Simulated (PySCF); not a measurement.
I⁺: ionisation energy

I⁺ [Kr] 4d10 5s2 5p4 (3P) → I²⁺ [Kr] 4d10 5s2 5p3 (4S), as a difference of total energies. Calculation: PySCF 2.14, in x2c-SVPall (6s5p3d, 36 functions); scalar relativity by spin-free X2C-1e. Correlated levels: valence: [Kr] 4d10 frozen. The calculations carry no spin-orbit coupling.

```csv
method,ionisation energy (eV)
UHF,17.735
PBE,18.791
BP86,19.008
MP2 (valence),18.110
SCS-MP2 (valence),18.115
CCSD (valence),18.139
CCSD(T) (valence),18.145
```

Task: How much does correlation contribute at CCSD(T) (valence)?

Result: 18.145 − (17.735) = 0.410 eV, measured against UHF.

Errors of the correlated levels include the incompleteness of this basis and the frozen core.

For comparison: 18.750 eV (measured; NIST levels, between the centres of gravity of the two terms).
